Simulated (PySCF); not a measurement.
C₇H₁₁ClSi.
Numbering: `[CH2:1]=[C:2]1[SiH2:3][CH2:4][C@H:5]1[C:6]1([Cl:7])[CH2:8][CH2:9]1`

Structure used (GFN2-xTB), in Å, numbered top down from 1:
```
atom  x, y, z in Å
C1     0.9284    0.3995    2.1968
C2     0.8916    0.4795    0.8781
Si3    2.1329    0.4583   -0.5518
C4     0.5228    1.1701   -1.3015
C5    -0.2753    0.8948   -0.0010
C6    -1.3077   -0.1878   -0.2025
Cl7   -2.6287    0.3829   -1.2433
C8    -1.6958   -1.1789    0.8465
C9    -0.9276   -1.6243   -0.3657
H10    1.8349    0.1421    2.7204
H11    0.0636    0.5903    2.8167
H12    3.2753    1.3646   -0.4506
H13    2.5438   -0.8635   -1.0271
H14    0.1045    0.6597   -2.1655
H15    0.5582    2.2310   -1.5382
H16   -0.7813    1.7854    0.3854
H17   -2.7360   -1.4575    0.9196
H18   -1.1793   -1.1432    1.7931
H19    0.1142   -1.8801   -0.2419
H20   -1.4435   -2.2123   -1.1091
```

NICS = −σ at a ghost point: NICS(0) at the centroid of the ring atoms, NICS(1) 1 Å to either side along the normal of their mean plane, zz for the tensor component along that normal. Level: GIAO PBE0/pcSseg-1 (PySCF, non-relativistic, gas phase) on the GFN2-xTB geometry, one conformer.

Rings: 1. C2–Si3–C4–C5; 2. C6–C8–C9.

```tsv
set	NICS(0)	NICS(1), two faces	NICS(1)zz, two faces
P	-42.4	-7.6 / -10.2	-19.4 / -24.8
Q	2.2	-1.2 / -1.5	2.3 / 1.6
```

Which set (ppm) belongs to which ring?

P = 2, Q = 1.
- 1 (4-membered ring with Si; formal bonds all single): mean NICS(1)zz 2.0 ppm, near zero. Si3, C4, C5 have four or more neighbours, and the NICS criterion for π rings isn't applied.
- 2 (3-membered carbocycle; formal bonds all single): mean NICS(1)zz -22.1 ppm, shielded. C6, C8, C9 have four or more neighbours, so the value isn't read as a sign of a π ring current.

How do the rings differ in shape?

```
ring            bond lengths (Å)  rms pucker (Å)  HOMA  nearest outside atom to a NICS(1) probe (Å)
   1  1.894, 1.913, 1.550, 1.519            0.05     –                                hydrogen 1.72
   2         1.494, 1.503, 1.495            0.00     –                                hydrogen 1.45
```
